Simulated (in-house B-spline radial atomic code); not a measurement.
Configurations of the mercury ion Hg⁺, with energies counted from [Xe] 4f14 5d10 6s1. Method: Dirac-Hartree-Fock, average of configuration, Fermi nucleus of rms radius 5.4648 fm. Calculated with an all-electron radial atomic-structure program (B-spline basis). Energies include first-order Breit, QED and recoil terms.

Occupations are held fixed; configurations that lie above the ionisation limit could autoionise.

```json
{"configuration": "[Xe] 4f14 5d10 7s1", "E - E(ref) (eV)": "10.548", "highest orbital": "7s1/2", "its <r> (bohr)": "6.38"}
{"configuration": "[Xe] 4f14 5d10 8s1", "E - E(ref) (eV)": "13.52", "highest orbital": "8s1/2", "its <r> (bohr)": "11.53"}
{"configuration": "[Xe] 4f14 5d10 7d1", "E - E(ref) (eV)": "13.987", "highest orbital": "7d5/2", "its <r> (bohr)": "11.86"}
{"configuration": "[Kr] 4d10 4f14 5s2 5p5 5d10 6s1 6f1", "E - E(ref) (eV)": "86.817", "highest orbital": "6f5/2", "its <r> (bohr)": "15.41"}
{"configuration": "[Kr] 4d10 4f14 5s2 5p5 5d10 6s1 8d1", "E - E(ref) (eV)": "86.978", "highest orbital": "8d5/2", "its <r> (bohr)": "18.66"}
{"configuration": "[Kr] 4d10 4f14 5s2 5p5 5d10 6s1 10d1", "E - E(ref) (eV)": "87.964", "highest orbital": "10d5/2", "its <r> (bohr)": "37.24"}
{"configuration": "[Xe] 4f13 5d10 6s1 8p1", "E - E(ref) (eV)": "113.26", "highest orbital": "8p3/2", "its <r> (bohr)": "13.67"}
{"configuration": "[Xe] 4f13 5d10 6s1 9g1", "E - E(ref) (eV)": "115.55", "highest orbital": "9g7/2", "its <r> (bohr)": "55.73"}
```

Q: Order these further configurations by energy, lowest first.
A. [Xe] 4f14 5d9 6s1 9f1
B. [Xe] 4f14 5d10 9d1
C. [Xe] 4f13 5d10 6s1 7p1
D. [Kr] 4d9 4f14 5s2 5p6 5d10 5f1 6s1
E. [Xe] 4f14 5d9 6s1 6f1

A: B (15.679 eV), E (21.233 eV), A (22.577 eV), C (111.12 eV), D (382.9 eV).

Q: How far above the reference does [Kr] 4d9 4f14 5s2 5p6 5d10 6s1 7g1 lie?

A: 385.23 eV; its least bound orbital is 7g7/2 with <r> = 31.74 bohr.

Q: How far above the reference does [Kr] 4d10 4f14 5s2 5p5 5d10 6s1 9g1 lie?

A: 88.351 eV; its least bound orbital is 9g7/2 with <r> = 55.73 bohr.

Q: How far above the reference does [Kr] 4d10 4f14 5s2 5p5 5d10 5f1 6s1 lie?

A: 85.586 eV; its least bound orbital is 5f5/2 with <r> = 8.789 bohr.
